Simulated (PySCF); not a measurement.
C3H7BF2O, SMILES CO[C@H](C)B(F)F.

Coordinates come from a PBE-D3(BJ)/def2-SVP optimisation. The structure was generated by enumeration; whether it is a known compound was not checked. One conformer was computed; it need not be the lowest.

All values below come from PBE-D3(BJ)/def2-SVP (PySCF).

Harmonic, unscaled wavenumbers; measured fundamentals usually lie a few per cent lower.

```csv
mode,ν (cm⁻¹),IR (km/mol),moving atoms (share of kinetic energy)
1,35,0.5,"F 62 %, C 20 %, H 11 %"
2,83,1.4,"H 41 %, C 33 %, O 20 %"
3,152,0.2,"F 45 %, C 27 %, H 16 %, O 10 %"
4,180,0.0,"H 57 %, C 21 %, F 12 %"
5,205,1.3,"H 86 %, C 10 %"
6,251,2.0,"H 56 %, C 33 %, F 9 %"
7,342,3.1,"F 35 %, C 28 %, O 20 %, H 16 %"
8,359,7.1,"F 28 %, C 24 %, O 22 %, H 17 %, B 9 %"
9,433,7.5,"O 28 %, C 24 %, F 22 %, H 19 %"
10,520,15.6,"F 43 %, C 22 %, B 16 %, H 13 %"
11,636,16.1,"B 51 %, F 27 %, H 10 %, C 10 %"
12,750,8.4,"C 31 %, H 26 %, F 24 %, B 16 %"
13,859,5.7,"H 44 %, C 37 %, O 14 %"
14,967,11.0,"H 70 %, C 20 %"
15,1021,15.0,"C 65 %, H 21 %, O 12 %"
16,1067,9.1,"C 50 %, H 38 %"
17,1132,9.3,"H 72 %, C 20 %"
18,1140,66.8,"H 46 %, C 30 %, O 23 %"
19,1166,203.0,"H 34 %, C 27 %, O 22 %, B 11 %"
20,1198,24.0,"H 47 %, C 22 %, B 13 %, O 11 %"
21,1276,51.7,"H 79 %, C 14 %"
22,1324,17.7,"H 76 %, C 22 %"
23,1368,69.3,"H 41 %, B 33 %, C 19 %"
24,1398,64.6,"H 73 %, B 17 %"
25,1401,192.8,"B 51 %, H 30 %, F 16 %"
26,1409,27.9,"H 84 %, C 10 %"
27,1425,18.8,H 88 %
28,1428,5.2,H 93 %
29,1444,33.6,"H 82 %, C 11 %"
30,2830,51.2,H 93 %
31,2890,63.1,H 97 %
32,2952,50.4,"H 91 %, C 9 %"
33,2976,20.1,H 97 %
34,3061,19.9,"H 91 %, C 9 %"
35,3065,14.9,"H 91 %, C 9 %"
36,3076,9.7,"H 91 %, C 9 %"
```
